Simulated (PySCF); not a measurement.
Problem. Write Cartesian coordinates for `C[C@]12C=C[C@H]1C=C2` as optimised with GFN2-xTB.

Solution. 
```
atom  x, y, z in Å
C1     1.5804   -0.4073   -0.8485
C2     0.4090   -0.0272    0.0200
C3    -0.0448   -0.9659    1.1229
C4    -1.3106   -0.9901    0.7200
C5    -1.0839   -0.0502   -0.4432
C6    -1.1069    1.4116   -0.0561
C7     0.1587    1.4335    0.3474
H8     1.6289    0.2408   -1.7213
H9     2.5097   -0.3084   -0.2896
H10    1.4835   -1.4387   -1.1820
H11    0.5005   -1.3983    1.9410
H12   -2.2129   -1.4449    1.0843
H13   -1.4089   -0.3431   -1.4344
H14   -1.9102    2.1244   -0.0691
H15    0.8031    2.1716    0.7869
```

Orientation and origin are arbitrary. Atoms count from 1 in this order. The 8 C–C bonds span 1.328 Å (C6=C7, drawn double) to 1.563 Å (C2–C5, drawn single), a spread of 0.235 Å. The 4-membered ring C2–C5–C6–C7 has internal angles of 85.4° to 94.5° (sum 360°, against 360° for a flat polygon); it is planar, 0.00 Å rms from its mean plane, widest ring torsion 0°. The 4-membered ring C2–C3–C4–C5 has internal angles of 85.5° to 94.5°; it is planar, 0.00 Å rms from its mean plane, widest ring torsion 0°.

Bonds between heavy atoms (Å): C1–C2 1.507, C2–C3 1.518, C3=C4 1.329, C4–C5 1.513, C5–C6 1.512, C6=C7 1.328, C2–C5 1.563, C2–C7 1.518.

Structure optimised with GFN2-xTB, isolated species.

Point group: Cs (tolerance 0.08 Å). No frequency check.

These are computed values.
